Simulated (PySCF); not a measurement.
Level of theory: PBE-D3(BJ)/def2-TZVP // r2SCAN-D4/def2-TZVP run with PySCF. Gas-phase values, no solvent. 

Reference species (SMILES): `[GaH2][SiH3]` (neutral, multiplicity 1).

```
Quantity         Result
-------------  --------
HOMO–LUMO gap   3.65 eV
HOMO           -6.59 eV
dipole moment    0.12 D
LUMO           -2.94 eV
```

Changed species: `[GaH3]` (whole molecule; the reference has whole molecule).

### Question
What does the change do to the HOMO–LUMO gap, HOMO, dipole moment and LUMO?

### Answer
the HOMO–LUMO gap rises by 1.06 eV, to 4.71 eV; the HOMO decreases by 0.76 eV, to -7.35 eV; the dipole moment falls by 0.12 D, to 0.00 D; the LUMO rises by 0.29 eV, to -2.65 eV.
